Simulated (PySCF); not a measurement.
Atom-mapped SMILES (the numbers label the heavy atoms): `[F:1][CH2:2][SiH:3]([PH2:4])[PH2:5]`. Hydrogens are named by the atom that carries them.

Geometry: PBE0-D3(BJ)/def2-SVP; GIAO shifts from PySCF 2.14, gas phase, non-relativistic, averaged over equivalent atoms.

At PBE0/6-31G (71 basis functions, 6.8 s wall time on 1 thread of an Arm Neoverse V1, shared host):
| atoms | δ (ppm) |
| --- | --- |
| F1 | -278.6 |
| C2 | 73.6 |
| Si3 | 5.8 |
| P4/P5 | -275.6 |
| H(C2) | 4.55 |
| H(Si3) | 4.31 |
| H(P4)/H(P5) | 1.64 |

References, each an isolated molecule treated in the same way: CFCl3 for 19F (177.36 ppm); 13C (199.54 ppm), 29Si (444.75 ppm), 1H (32.61 ppm) vs TMS; 31P (364.31 ppm) against H3PO4.

Predict the values at B97-D/pcSseg-2 on the same geometry.

Answers


```
      atoms  δ at B97-D/pcSseg-2  change
         F1               -288.9   -10.3
         C2                 83.7   +10.1
        Si3                -18.0   -23.8
      P4/P5               -264.1   +11.5
      H(C2)                 4.64   +0.09
     H(Si3)                 4.62   +0.31
H(P4)/H(P5)                 1.84   +0.20
```

Scale: 19F (154.18 ppm) vs CFCl3; 13C (179.03 ppm), 29Si (336.56 ppm), 1H (31.40 ppm) against TMS; 31P (294.57 ppm) against H3PO4 (reference shieldings calculated alike).

The largest change is at Si3 (silicon bonded to C, 2 P, H). Cost: 299 basis functions, 53 s wall time on 1 thread of an Arm Neoverse V1, shared host.

Unscaled 19F shifts against computed CFCl3 carry errors that often reach 10 to 50 ppm. Experimental scales use liquid or dissolved standards, which lie at an offset from isolated H3PO4.
